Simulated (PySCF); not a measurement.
O₃Te, SMILES [Te+2]([O-])([O-])=O.

The structure is a stationary point at PBE-D3(BJ)/def2-SVP. The def2 effective core potentials stand for the cores of Te; spin–orbit coupling is left out.

Calculation: PBE0/def2-TZVPD (PySCF).

The molecule is in vacuum.

```yaml
total_energy: -493.39636 hartree
point_group: D3h
highest_occupied_level: -9.99 eV
lowest_empty_level: -5.17 eV
orbital_gap: 4.82 eV
dipole_moment: 0.00 D
quadrupole, principal values (traceless, Buckingham form, about the centre of nuclear charge): -5.39, -5.39, 10.78 D·Å
mean_static_polarisability: 49.4 bohr³ (7.32 Å³)
polarisability_principal_values: 33.3, 57.5, 57.5 bohr³
```
